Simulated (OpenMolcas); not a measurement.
Lines of O+: computed and rescaled rates

```
Program             : OpenMolcas 26.06
Method              : SS-RASPT2, IPEA 0.25 Eh, imaginary shift 0.1 Eh (closed shells correlated: 1s)
Basis               : ANO-RCC [8s7p4d3f2g]
Scalar Hamiltonian  : DKH2, point nucleus
Active space        : 5 electrons in 9 orbitals (RAS2 2s 2p; RAS3 3d, at most 2 electrons)
State averaging     : 2S+1 = 4 odd, 1 root; 2S+1 = 2 odd, 8 roots; 2S+1 = 4 even, 3 roots; 2S+1 = 2 even, 9 roots
Spin-orbit coupling : RASSI with atomic mean-field integrals over the reference wave functions, term energies averaged over their components
```

Rates come from the transition moments of the reference wave functions (E1 and E2 in the length form). At fixed line strength A goes as λ^-3 for E1 and M1 and as λ^-5 for E2, so a rate at the computed wavelength can be rescaled to the measured one. Measured vacuum wavelengths follow from level energies in NIST Handbook of Basic Atomic Spectroscopic Data. Branching counts decays inside the model space alone, at computed energies, and the table is only a selection of the E1 lines, drawn from those between levels with measured partners whose computed energy lies within a factor of 1.5 of the measured one.

```tsv
Upper	Lower	Type	λ computed (nm)	λ measured (nm)	A computed (s-1)	A rescaled (s-1)	Branching %
2s 2p4 2P 1/2	2s2 2p3 2D* 3/2	E1	53.14	53.78	9.45e+09	9.12e+09	77.5
2s 2p4 2P 3/2	2s2 2p3 2D* 5/2	E1	53.19	53.83	8.58e+09	8.28e+09	70.4
2s 2p4 2S 1/2	2s2 2p3 2P* 3/2	E1	63.76	64.42	2.95e+09	2.86e+09	66.1
2s 2p4 2P 3/2	2s2 2p3 2P* 3/2	E1	57.4	58.1	2.17e+09	2.09e+09	17.8
2s 2p4 2P 1/2	2s2 2p3 2P* 1/2	E1	57.34	58.04	1.74e+09	1.68e+09	14.3
2s 2p4 2D 5/2	2s2 2p3 2D* 5/2	E1	71.55	71.85	1.69e+09	1.67e+09	81.9
2s 2p4 2D 3/2	2s2 2p3 2D* 3/2	E1	71.54	71.86	1.65e+09	1.63e+09	79.4
2s 2p4 2S 1/2	2s2 2p3 2P* 1/2	E1	63.76	64.42	1.51e+09	1.46e+09	33.8
2s 2p4 2P 1/2	2s2 2p3 2P* 3/2	E1	57.34	58.04	9.94e+08	9.58e+08	8.2
2s 2p4 2P 3/2	2s2 2p3 2D* 3/2	E1	53.19	53.83	9.89e+08	9.54e+08	8.1
2s 2p4 4P 1/2	2s2 2p3 4S* 3/2	E1	82.95	83.28	7.37e+08	7.28e+08	100.0
2s 2p4 4P 3/2	2s2 2p3 4S* 3/2	E1	83.01	83.33	7.35e+08	7.27e+08	100.0
2s 2p4 4P 5/2	2s2 2p3 4S* 3/2	E1	83.11	83.45	7.32e+08	7.23e+08	100.0
2s 2p4 2P 3/2	2s2 2p3 2P* 1/2	E1	57.4	58.1	4.44e+08	4.28e+08	3.6
2s 2p4 2D 5/2	2s2 2p3 2P* 3/2	E1	79.38	79.67	2.60e+08	2.57e+08	12.6
2s 2p4 2D 3/2	2s2 2p3 2P* 1/2	E1	79.38	79.66	2.12e+08	2.10e+08	10.2
2s 2p4 2D 3/2	2s2 2p3 2D* 5/2	E1	71.55	71.85	1.78e+08	1.76e+08	8.6
2s 2p4 2D 5/2	2s2 2p3 2D* 3/2	E1	71.54	71.86	1.15e+08	1.13e+08	5.6
2s 2p4 2D 3/2	2s2 2p3 2P* 3/2	E1	79.38	79.66	3.72e+07	3.68e+07	1.8
```

The largest correction is for 2s 2p4 2P 1/2 → 2s2 2p3 2P* 1/2 (E1): 1.74e+09 × (57.34 / 58.04)^3 = 1.68e+09 s-1, a factor of 0.96.

The computed rate and branching of 2s 2p4 4P 1/2 → 2s2 2p3 4S* 3/2 give the upper level a radiative lifetime of 1.000 / 7.37e+08 s-1 = 1.36e-09 s, counting decays inside the model space alone. The rescaled rate gives about 1.4e-09 s.

The computed order of these levels differs from the measured one in 2 places, and where term gaps are wrong the rates of spin-changing lines can be off by large factors.

No measured rate stands beside these. Rescaling mends the energy factor alone: line strengths can still be far off where a level mixes with configurations outside the active space, and weak or spin-changing lines hang on small mixing coefficients that depend on the term gaps too, so rescaling need not improve them.

CASPT2 breaks the degeneracy within a term, and the mean is taken; among the terms shown or strongly mixed into the levels shown the widest spread is 14 cm-1 (2s 2p4 2D). Active for correlation alone: 3d; no level in the range computed is led by a configuration that fills it, so any true level of that kind is missing. Measured partners are found by configuration, term and J. A level has none where our copy of the source lacks it or the pairing is in doubt (some pairs that miss far off the trend of their configuration count as doubtful). Levels of configurations outside the active space are missing.

* marks odd parity.
